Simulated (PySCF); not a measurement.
## Unknown compound

Molecular formula: C3H9ClOSi3. Simulated spectra:

1H NMR (400 MHz, computed): δ 6.11 (m, 1H), 5.96 (m, 1H), 5.83 (m, 1H), 5.67 (m, 1H), 5.06 (m, 1H), 5.01 (m, 1H), 4.77 (m, 1H), 4.06 (m, 1H), 4.02 (m, 1H).

13C{1H} NMR (computed): δ 152.5 (C), 132.4 (CH2), 60.1 (CH).

- σ from GIAO-PBE0/pcSseg-1
- GFN2-xTB geometry
- program: PySCF 2.14.0 with density-fitted response routines
- in vacuum, non-relativistic, single conformer

δ = σ(ref) − σ, references computed at the same level: 1H (31.72 ppm) and 13C (186.93 ppm) vs TMS.

Problem. Propose a structure and justify it.

Solution. 
The formula gives 2 degrees of unsaturation (1 ring in the answer). 3 carbon signals for 3 carbons: no two carbons are equivalent. Carbon types of the structure: 1 × C, 1 × CH, 1 × CH2, leaving 6 H on heteroatoms. δC 152.5: fully substituted alkene carbon; the olefinic region. δC 132.4: terminal =CH2 carbon; the olefinic region. δC 60.1: allylic sp3 CH bonded to Cl and Si; deshielded by the electronegative neighbour. δH 6.11, 5.96: hydrogen on a terminal =CH2 carbon; attached to an sp2 carbon and in the plane of the double bond. δH 5.06, 5.01: hydrogen on a silicon bonded to C, O, in a 6-membered ring. δH 4.77, 4.06: hydrogen on a silicon bonded to C, Si, in a 6-membered ring. δH 4.02: hydrogen on an allylic sp3 CH bonded to Cl and Si; its carbon carries Cl, an electronegative neighbour.

The compound is SMILES O1[SiH2][SiH2]C(=C)[C@H](Cl)[SiH2]1.

The shifts were computed for this structure.

Carbons that carry Cl, above all several Cl atoms, come out too deshielded, partly because spin–orbit coupling is missing. Shifts are as computed. Against solution values, carbons near 30 ppm lie about +3 ppm off and those near 130 ppm about +5 ppm; carbons on Cl a further +6 ppm. Of 1309 compounds with measured shifts, 239 miss one by over three times the rms of a fit or turn the order of signals round; such compounds aren't used in these exercises. Multiplicities follow the n + 1 count of equivalent neighbours, as no J values were calculated; m marks all less simple cases, F and P coupling included.
